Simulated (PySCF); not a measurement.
H₂IrO₂, SMILES [OH][Ir][OH] (connectivity only; charge and spin as stated), neutral, multiplicity 4. Atoms are numbered in the order given.

```xyz
5

Ir     0.0000     0.0000    -0.0324
O      1.8895    -0.0585     0.0567
H      2.3520     0.3757     0.7945
O     -1.8895     0.0585     0.0567
H     -2.3520    -0.3757     0.7945
```
Charge 0, spin multiplicity 4.

Geometry optimised at PBE-D3(BJ)/def2-TZVP. The multiplicity is an assumed one; other spin states were not compared. The def2 effective core potentials stand for the cores of Ir; spin–orbit coupling is left out. Other conformers were not sampled.

These are ωB97X/def2-TZVPD (PySCF) values and carry that method's errors.

Gas-phase values at a fixed geometry.

### Question
Estimate the frontier levels, dipole moment and polarisability. (Estimate from the structure and the level; the computed values follow.)

### Answer

* **α spin, highest occupied and lowest empty level**: -9.50 and 1.19 eV
* **β spin, highest occupied and lowest empty level**: -9.39 and -2.12 eV
* **dipole moment**: 2.00 D
* **quadrupole, principal values (traceless, Buckingham form, about the centre of nuclear charge)**: -7.20, 2.50, 4.70 D·Å
* **mean static polarisability**: 46.5 bohr³ (6.89 Å³)
* **polarisability, principal values**: 36.5, 38.2, 64.8 bohr³
* **⟨S²⟩**: 3.759 (pure state 3.75)
